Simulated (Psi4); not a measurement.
AlI3, singlet, geometry from GFN2-xTB (such geometries of metal compounds can be far from the true shape) (core potentials on I). Base run: Psi4 with HF/def2-SV(P).

The Psi4 input:
```
memory 2 GB

molecule {
0 1
  Al   -0.00000000   -0.00000000   -0.00000000
  I    -2.05711704   -1.44131268   -0.05276184
  I     0.00659413    2.22306763   -1.17039456
  I     2.05052292   -0.78175495    1.22315640
}

set basis def2-sv(p)
set stability_analysis check
set scf_type pk

energy('scf')
print_variables()
```

The bond that is stretched is that between atoms 3 and 1. A test that says stable can miss a lower solution.

Each row names what was changed in the base input (with any setting that the change needs).

| change | ΔE vs base (eV) | <S^2> | outcome |
|---|---|---|---|
| base | 0.00 | 0.000 | converged |
| stability_analysis = follow; reference = uhf | 0.00 | 0.000 | converged |
| bond × 1.25 | 1.32 | 0.000 | converged |
| stability_analysis = follow; reference = uhf; bond × 1.25 | 1.32 | 0.000 | converged |
| bond × 1.5 | 2.81 | 0.000 | converged |
| stability_analysis = follow; reference = uhf; bond × 1.5 | 2.33 | 0.755 | converged |
| bond × 1.8 | 4.09 | 0.000 | converged |
| stability_analysis = follow; reference = uhf; bond × 1.8 | 2.54 | 0.977 | converged |
| bond × 2.2 | 5.11 | 0.000 | converged |
| stability_analysis = follow; reference = uhf; bond × 2.2 | - | - | not converged |
| bond × 3.0 | - | - | not converged |
| stability_analysis = follow; reference = uhf; bond × 3.0 | - | - | not converged |

Psi4 reported an instability in these rows: stability_analysis = follow; reference = uhf; bond × 1.5; stability_analysis = follow; reference = uhf; bond × 1.8; stability_analysis = follow; reference = uhf; bond × 2.2 (restricted rows aren't judged here).

Where a bond breaks into two radicals, a solution with restricted orbitals usually stops being the lowest and lies too high; an unrestricted one lies lower at the price of spin contamination, which <S^2> shows.
